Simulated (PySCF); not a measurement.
# Two-component Hartree-Fock for Lu⁴⁹⁺ (lutetium, charge +49)

Start: [Ar] 3d4; 3d3/2 filled at m_j = -3/2, -1/2, +1/2, +3/2. Calculated with PySCF 2.14 in an uncontracted even-tempered set (15 s from 13 bohr⁻², ratio 2.8; 12 p from 16 bohr⁻², ratio 2.8; 8 d from 16 bohr⁻², ratio 2.8; 3 f from 54 bohr⁻², ratio 3): generalised Hartree-Fock with the X2C-1e Hamiltonian and a Gaussian nucleus; one run each with spin-orbit coupling (SO) switched off, then screened by Boettger's factors.

```
spinor shell  electrons  ε, spin-free (eV)  ε, screened SO (eV)  weight of nominal j (screened SO)  rms radius, screened SO (bohr)
       1s1/2          2           -66708.5             -66685.8                              1.000                          0.0219
       2s1/2          2           -13944.2             -13934.4                              1.000                          0.0879
       2p1/2          2           -12637.1             -13449.4                              1.000                          0.0749
       3s1/2          2            -5174.7              -5171.5                              1.000                           0.218
       3p1/2          2            -4770.4              -4984.2                              1.000                           0.207
       3p3/2          4            -4770.4              -4677.8                              1.000                           0.221
       3d3/2          4            -4385.2              -4408.6                              1.000                           0.190
```

Problem. Where does 2p3/2 lie, and what is the 2p spin-orbit splitting (screened SO)?

Solution. At -12292.7 eV, 1156.7 eV above 2p1/2.

```csv
quantity,spin-free,screened SO
E (hartree),-12453.20886,-12471.77208
M_J,0,0
⟨J²⟩,4.001,0.000
⟨L²⟩,6.001,2.448
⟨S²⟩,6.000,2.448
```

Breit and QED terms are absent; they matter most for the inner s and p1/2 levels.

Densities and radii are taken from the X2C orbitals without a picture-change correction, which distorts them close to the nucleus.

Without spin-orbit coupling the j labels of p, d and f shells carry no meaning; the spin-free column gives the mean over the occupied spinors of each nl shell, and its ⟨J²⟩ belongs to a mixture of degenerate components.
